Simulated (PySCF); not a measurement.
BP86 on Ge⁻ (germanium, charge -1), [Ar] 3d10 4s2 4p3, high-spin 4S determinant. Computed with PySCF 2.14 in dyall-av2z (16s12p8d, 92 functions), with the non-relativistic Hamiltonian (point nucleus).

```
cycle= 1 E= -2077.27084075404  delta_E= -0.0314  |g|= 0.159  |ddm|= 0.274
cycle= 2 E= -2077.26724613638  delta_E= 0.00359  |g|= 0.27  |ddm|= 0.0957
cycle= 3 E= -2077.2736190446  delta_E= -0.00637  |g|= 0.0137  |ddm|= 0.0642
cycle= 4 E= -2077.27361779935  delta_E= 1.25e-06  |g|= 0.00815  |ddm|= 0.0341
cycle= 5 E= -2077.27367598984  delta_E= -5.82e-05  |g|= 0.000627  |ddm|= 0.0193
cycle= 6 E= -2077.27367633354  delta_E= -3.44e-07  |g|= 1.66e-05  |ddm|= 0.00134
cycle= 7 E= -2077.27367633369  delta_E= -1.55e-10  |g|= 1.54e-06  |ddm|= 5.16e-05
converged SCF energy = -2077.27367633369  <S^2> = 3.7505518  2S+1 = 4.0002759
```

Highest occupied orbital energy: 1.038 eV; ⟨L²⟩ = 0.00; populations by l: s 8.00, p 15.00, d 10.00.

(1) Can this result be used?

Answers

(1) With care. Self-consistency was reached. At BP86 the highest occupied level has a positive energy, so only the finite basis holds that electron; in a semilocal or global hybrid functional this comes from self-interaction and does not mean that the real anion is unbound.
